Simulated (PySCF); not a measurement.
# Structure revision by computed shifts

A compound C4H14NOPSi2 gives the data below (simulated from a calculation) and was assigned the structure `C=N[Si@H](P)O[Si](C)(C)C`.

$^{13}$C{$^{1}$H} NMR (computed): δ 50.8 (CH2, 2C), 25.6 (CH3), 24.6 (CH).

$^{1}$H NMR (300 MHz, computed): δ 4.64 (m, 6H), 2.64 (m, 2H), 2.50 (m, 1H), 2.07 (m, 2H), 1.28 (d, 3H).

Theoretical values (PySCF): shielding tensors at PBE0/pcSseg-1 (GIAO), geometry from GFN2-xTB. Relativity neglected, one computed conformer, fast rotation and ring inversion assumed for equivalent nuclei, isolated molecule.

Shifts are taken against calculated references (same method and geometry level): $^{1}$H and $^{13}$C against TMS.

Q: Compare with the shifts computed for the proposed structure, pairing carbons in order of shift.

A: Mapped SMILES: `[CH2:1]=[N:2][Si@H:3]([PH2:4])[O:5][Si:6]([CH3:7])([CH3:8])[CH3:9]`; H(Xn) means a hydrogen on atom n.

```
atom  computed for proposal  given list  difference
  C1                  172.5        50.8      +121.7
  C7                    3.0        50.8       -47.8
  C8                    3.0        25.6       -22.6
  C9                    3.0        24.6       -21.6
```

The rms difference is 67.2 ppm and the largest +121.7 ppm at C1 (C=N carbon). The proposal also would give 2 carbon signals, not 3. The carbon types in order of shift don't match either: CH2, CH3, CH3, CH3 for the proposal against CH2, CH2, CH3, CH in the data. The proposal doesn't fit.

Q: Which isomer fits?

A: `C[C@H]1C[P@@](=O)(N([SiH3])[SiH3])C1`.

1. δC 25.6: methyl carbon; saturated and bonded to C and H only.
2. δC 24.6: sp3 CH in a ring; aliphatic region, no heteroatom directly attached.
3. δH 4.64: hydrogen on a silicon bonded to N.
4. δH 1.28: hydrogen on a methyl carbon; far from electronegative atoms and π systems.

The shifts were computed for this structure.

Splittings by $^{31}$P in the carbon and heteronuclear signals aren't shown, as no couplings were computed. Shifts are as computed. Against solution values, carbons near 30 ppm lie about +3 ppm off and those near 130 ppm about +5 ppm. Of 1211 compounds with measured shifts, 218 miss one by over three times the rms of a fit or turn the order of signals round; such compounds aren't used in these exercises. Multiplicities follow the n + 1 count of equivalent neighbours, as no J values were calculated; m marks all less simple cases, F and P coupling included.
